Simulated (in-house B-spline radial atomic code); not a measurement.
Radial electron density of Ge+, [Ar] 3d10 4s1 4p1 4f1. Method: non-relativistic LDA VWN5, spherical fractional occupations, point nucleus, inside a hard spherical wall at 1.81 bohr. Calculated with a B-spline radial code for spherical atoms.

Columns: r (bohr), 4πr²n(r) (electrons per bohr), bar.

```
 0.00205    1.039 #
 0.00243    1.425 #
 0.00288    1.945 ##
 0.00341    2.636 ###
 0.00404    3.555 ###
 0.00478    4.746 #####
 0.00567    6.309 ######
 0.00671    8.268 ########
 0.00796    10.74 ##########
 0.00943    13.73 #############
  0.0112     17.3 #################
  0.0132    21.17 #####################
  0.0157    25.56 #########################
  0.0186    29.88 #############################
   0.022    33.79 #################################
  0.0261     36.9 ####################################
  0.0309    38.63 ######################################
  0.0366    38.73 ######################################
  0.0434    37.23 ####################################
  0.0514    34.77 ##################################
  0.0609    32.44 ################################
  0.0721    31.61 ###############################
  0.0855    33.24 ################################
   0.101    37.17 ####################################
    0.12    42.13 #########################################
   0.142    45.31 ############################################
   0.168    44.55 ###########################################
     0.2    39.09 ######################################
   0.236    31.58 ###############################
    0.28    25.25 #########################
   0.332    23.33 #######################
   0.393    25.59 #########################
   0.466    28.83 ############################
   0.552    29.37 #############################
   0.654    25.96 #########################
   0.775    20.27 ####################
   0.918    14.99 ###############
    1.09    11.24 ###########
    1.29    7.833 ########
    1.53    3.068 ###
    1.79  0.01782
```

On this grid the curve has 3 maxima, near 0.0366, 0.142, 0.552 bohr.

The 4p radial function P(r) = rR(r), positive near the nucleus:

```json
{"r (bohr)": "0.00243", "P": "0.001532"}
{"r (bohr)": "0.00341", "P": "0.00297"}
{"r (bohr)": "0.00478", "P": "0.005709"}
{"r (bohr)": "0.00671", "P": "0.01091"}
{"r (bohr)": "0.00943", "P": "0.02063"}
{"r (bohr)": "0.0132", "P": "0.03805"}
{"r (bohr)": "0.0186", "P": "0.06929"}
{"r (bohr)": "0.0261", "P": "0.121"}
{"r (bohr)": "0.0366", "P": "0.2009"}
{"r (bohr)": "0.0514", "P": "0.3117"}
{"r (bohr)": "0.0721", "P": "0.4354"}
{"r (bohr)": "0.101", "P": "0.5176"}
{"r (bohr)": "0.142", "P": "0.4595"}
{"r (bohr)": "0.2", "P": "0.1576"}
{"r (bohr)": "0.28", "P": "-0.3479"}
{"r (bohr)": "0.393", "P": "-0.7833"}
{"r (bohr)": "0.552", "P": "-0.7023"}
{"r (bohr)": "0.775", "P": "0.07886"}
{"r (bohr)": "1.09", "P": "1.059"}
{"r (bohr)": "1.53", "P": "0.87"}
```
